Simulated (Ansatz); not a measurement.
A made-up structure of BSnH$_{5}$, singlet:

B1  (-0.207, -1.343, 0.230)
Sn2  (0.158, 0.841, -0.141)
H3  (0.669, -0.592, -0.899)
H4  (-1.321, -1.772, 0.194)
H5  (-0.422, 1.288, -1.688)
H6  (-0.697, 1.790, 0.998)
H7  (1.802, 1.296, -0.057)
(Å)

It is relaxed with PBE-D4/def2-SVP and then PBE0-D4/def2-TZVP (Ansatz 0.2.0). Atoms count as bonded within 1.22 times the sum of their covalent radii (H–H: 0.88 Å). The end point is not checked to be a true minimum.

**Question.** Does its bonding change? (Judge from chemistry; the calculation decides.)

**Answer.** By the calculation: Yes. Formed: B1–H3; broken: Sn2–H3.

Where it ends: The first stage lowers the energy by 4.49 eV in 10 steps. It ends as BSnH₅ ([BH2][SnH3]):
```xyz
7
angstrom
B -0.1651 -1.1525 -0.2183
Sn 0.1141 1.0734 -0.1492
H 0.6733 -1.8592 -0.6912
H -1.1667 -1.6561 0.1931
H -0.5042 1.7476 -1.5973
H -0.7237 1.8140 1.1435
H 1.7551 1.5394 -0.0429
```

Labels in which every atom is bracketed show which atoms are joined, not bond orders.

For scale, one of the runs: PBE0-D4/def2-TZVP relaxation, 111 basis functions, launched by `ansatz run in.yaml --threads 2 --pin off --events-out ev --progress --plain --max-ram 4352MiB`. Hardware: 2 CPU threads of an Arm Neoverse V1, shared host. Wall time about 37 s.
